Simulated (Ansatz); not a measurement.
C$_{4}$H$_{8}$BF, SMILES `CC(C)=CBF`: the same geometry under several functionals.

```yaml
crystal:
  periodic: [false, false, false]
  atoms:
    - {symbol: C, position_ang: [-0.274750, -1.800149, 0.031644]}
    - {symbol: C, position_ang: [-0.009064, -0.330812, -0.010185]}
    - {symbol: C, position_ang: [1.327477, 0.037298, -0.566693]}
    - {symbol: C, position_ang: [-0.919864, 0.561018, 0.426131]}
    - {symbol: B, position_ang: [-0.768122, 2.081952, 0.432284]}
    - {symbol: F, position_ang: [-1.772587, 2.820464, 0.904580]}
    - {symbol: H, position_ang: [-0.228509, -2.224420, -0.977096]}
    - {symbol: H, position_ang: [0.497395, -2.313051, 0.614819]}
    - {symbol: H, position_ang: [-1.249357, -2.027771, 0.462453]}
    - {symbol: H, position_ang: [2.120724, -0.416419, 0.036644]}
    - {symbol: H, position_ang: [1.438795, -0.372452, -1.575929]}
    - {symbol: H, position_ang: [1.490039, 1.111306, -0.605264]}
    - {symbol: H, position_ang: [-1.853723, 0.150490, 0.810693]}
    - {symbol: H, position_ang: [0.188748, 2.693344, 0.044715]}
basis:
  gaussian: {orbitals: def2-TZVPP}
hamiltonian: {xc: {name: wB97M-V}}
output: {forces: true, orbitals: {seedname: orbitals}}
```

```sh
$ ansatz run in.yaml --threads 4 --pin off --events-out ev --progress --plain --max-ram 10444MiB
```

Shortened log:

```
Functional definition: wB97M-V
1517 factors; their error is unknown
397 factors; integrals over basis functions are off by at most 1.1e-5 eV
mean field evaluation 1: about -7666.5865 eV, gradient 5.4e1 eV
mean field evaluation 2: about -7669.6224 eV, gradient 4.1e1 eV
mean field evaluation 4: about -7672.7075 eV, gradient 2.5e0 eV
mean field evaluation 8: about -7672.7261 eV, gradient 1.3e-1 eV
mean field evaluation 16: about -7672.7092 eV, gradient 8.8e-4 eV
mean field -7672.70921498 eV, -281.9668629014 hartree, gradient 8.6e-5 eV, S^2 0.000000; 0 other end points of the search recorded, 0 dependent functions left out
reference -7672.70927108 eV, -281.9668649632 hartree; 23, 23 occupied and 275, 275 virtual orbitals, 1517 factors
Total energy: -7672.70927108 eV, -281.9668649632 hartree
Atom 0 at    -0.274750    -1.800149     0.031644 Å, force    -0.024124    -0.285899    -0.005089 eV/Å
Atom 1 at    -0.009064    -0.330812    -0.010185 Å, force    -0.220766     0.238714     0.111177 eV/Å
Atom 2 at     1.327477     0.037298    -0.566693 Å, force     0.249511     0.052556    -0.107083 eV/Å
Atom 3 at    -0.919864     0.561018     0.426131 Å, force     0.000850    -0.196134    -0.011002 eV/Å
Atom 4 at    -0.768122     2.081952     0.432284 Å, force     0.274245     0.045522    -0.115396 eV/Å
Atom 5 at    -1.772587     2.820464     0.904580 Å, force    -0.129724     0.092631     0.060393 eV/Å
Atom 6 at    -0.228509    -2.224420    -0.977096 Å, force    -0.008300     0.044331     0.075233 eV/Å
Atom 7 at     0.497395    -2.313051     0.614819 Å, force    -0.061532     0.051800    -0.035754 eV/Å
Atom 8 at    -1.249357    -2.027771     0.462453 Å, force     0.069019     0.015872    -0.031501 eV/Å
Atom 9 at     2.120724    -0.416419     0.036644 Å, force    -0.067238     0.036463    -0.037156 eV/Å
Atom 10 at     1.438795    -0.372452    -1.575929 Å, force    -0.019719     0.036256     0.073871 eV/Å
Atom 11 at     1.490039     1.111306    -0.605264 Å, force     0.003610    -0.091450    -0.003590 eV/Å
Atom 12 at    -1.853723     0.150490     0.810693 Å, force     0.060323     0.023480    -0.025552 eV/Å
Atom 13 at     0.188748     2.693344     0.044715 Å, force    -0.126157    -0.064142     0.051447 eV/Å
Dipole moment:     0.290951    -0.484130    -0.149103 e Å
```

Run time 17 s (4 threads of an Arm Neoverse V1 on a shared host); peak host memory 1.2 GiB.

The same input with `hamiltonian: {xc: pbe0, dispersion: d4}` and no forces (abridged; 3.7 s):

```
Functional definition: PBE0
mean field evaluation 16: about -7667.1107 eV, gradient 9.2e-5 eV
mean field -7667.11065758 eV, -281.7611197118 hartree, gradient 4.9e-5 eV, S^2 0.000000
Total energy: -7667.33302470 eV, -281.7692915527 hartree
```
